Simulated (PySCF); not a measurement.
# Reading the logs of faulty runs: Al2ClH2

Calculated results; nothing here was measured. They come from PySCF 2.14.0, an open-source quantum chemistry program, on an isolated molecule that a program drew, which may never have been made. The molecule is Al2ClH2 (charge 0, doublet), drawn as the SMILES string `[AlH][AlH][Cl]`.

Each row is a Hartree-Fock (HF) and frozen-core CCSD(T) single point in the cc-pV(D+d)Z basis, meant for a local HF minimum. Run 1 is clean. Each other run has one planted mistake out of seven kinds, and not every kind appears here: one electron removed, one electron added, multiplicity raised by two, geometry at a saddle point, minimal basis STO-3G, one bond length entered in bohr, all coordinates scaled. The reference is restricted for singlets and unrestricted otherwise, and also for a bond in bohr. Adding or removing an electron swaps singlet and doublet. Electrons count all cores. HOMO and LUMO are orbital energies over both spins, the gradient is its largest component, and the lowest frequency (negative if imaginary) is given only where the gradient is small. Bond lengths are over the 4 bonds as drawn. T1 is the CCSD diagnostic: over 0.02 (restricted) or 0.045 (unrestricted) a single reference is doubtful.

Geometry of the clean run:
```xyz
5
Al2ClH2, angstrom
Al   -0.2921   -1.6655   -0.2591
Al    0.2856    0.7631    0.4679
Cl    2.0579    1.6232   -0.3610
H    -1.2498   -2.0579   -1.4690
H    -0.3943    1.6186    1.6057
```

| run | electrons | basis functions | <S^2> | HOMO (eV) | LUMO (eV) | gradient (hartree/bohr) | lowest frequency (cm^-1) | mean bond (Å) | longest bond (Å) | T1 | HF (hartree) | CCSD(T) (hartree) | mistake |
|---|---|---|---|---|---|---|---|---|---|---|---|---|---|
| 1 | 45 | 79 | 0.783 | -7.71 | 0.13 | 2.9e-05 | 102 | 1.9768 | 2.600 | 0.0183 | -944.54243 | -944.83150 | no fault |
| 2 | 45 | 29 | 0.772 | -3.79 | 6.60 | 2.8e-02 | - | 1.9768 | 2.600 | 0.0123 | -933.76954 | -933.84139 | minimal basis STO-3G |
| 3 | 44 | 79 | 0.000 | -15.41 | -6.40 | 3.1e-02 | - | 1.9768 | 2.600 | 0.0169 | -944.28319 | -944.56784 | one electron removed |
| 4 | 46 | 79 | 0.000 | -0.82 | 5.30 | 2.9e-02 | - | 1.9768 | 2.600 | 0.0194 | -944.54585 | -944.86914 | one electron added |
| 5 | 45 | 79 | 3.758 | -6.81 | -1.74 | 2.8e-02 | - | 1.9768 | 2.600 | 0.0281 | -944.44608 | -944.72529 | ? |
| 6 | 45 | 79 | 0.784 | -7.85 | 0.02 | 2.2e-02 | - | 2.0816 | 2.738 | 0.0190 | -944.53416 | -944.82373 | ? |

**Which mistake was planted in run 5, and what did it cost?**

Electrons, basis and geometry are unchanged, and <S^2> is 3.758, beside S(S+1) = 3.75 for a multiplicity of 4. So the mistake is: multiplicity raised by two. Subtracting run 1 and multiplying by 627.51 kcal/mol a hartree, the energy moved by 60.5 kcal/mol in HF and 66.6 kcal/mol in CCSD(T).

**Which mistake was planted in run 6, and what did it cost?**

The mean and the longest bond both change by the same factor, 1.053, and the gradient is no longer small. So the mistake is: all coordinates scaled. Subtracting run 1 and multiplying by 627.51 kcal/mol a hartree, the energy moved by 5.2 kcal/mol in HF and 4.9 kcal/mol in CCSD(T).

